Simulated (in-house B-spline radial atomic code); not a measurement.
# The vanadium ion V⁸⁺: [Ne] 3s2 3p3

Level of theory: Dirac-Kohn-Sham B3LYP, spherical fractional occupations, Fermi nucleus of rms radius 3.6002 fm; calculated with a radial B-spline atomic code at the basis-set limit.

Effective charges: Z_r = [3n² - l(l+1)]/(2<r>) from the radius, Z_e = n√(-2ε) from the energy, and Slater's rules. Values are occupation-weighted means over j.

| shell | electrons | ε (eV) | <r> (bohr) | Z_r | Z_e | Slater |
| --- | --- | --- | --- | --- | --- | --- |
| 1s | 2 | -5574.7 | 0.06643 | 22.58 | 20.24 | 22.70 |
| 2s | 2 | -787.13 | 0.3063 | 19.59 | 15.21 | 18.85 |
| 2p | 6 | -686.25 | 0.2722 | 18.37 | 14.20 | 18.85 |
| 3s | 2 | -220.2 | 0.8553 | 15.78 | 12.07 | 12.80 |
| 3p | 3 | -189.24 | 0.8733 | 14.31 | 11.19 | 12.80 |

The least bound orbital is 3p3/2 at -188.9 eV, and it is also the most diffuse (<r> = 0.875 bohr).

Spin-orbit splittings of the orbital energies (j = l + 1/2 above j = l - 1/2 when positive): 2p 7.205 eV, 3p 1.164 eV.

For the 1s electron the small component carries 0.68 % of the norm, the zero-frequency Breit interaction raises the level by 5.635 eV, self-energy by 2.707 eV, and vacuum polarisation lowers it by 0.2155 eV.

The density falls to 0.001 bohr⁻³ at 2.068 bohr; Σ<r²> = 5.0861 bohr² gives, by the non-relativistic formula and without the paramagnetism of open shells, a Langevin diamagnetic susceptibility of -4.028×10⁻⁶ cm³/mol.

Caution: exact exchange at fractional occupations of open shells leaves self-interaction of up to several eV.
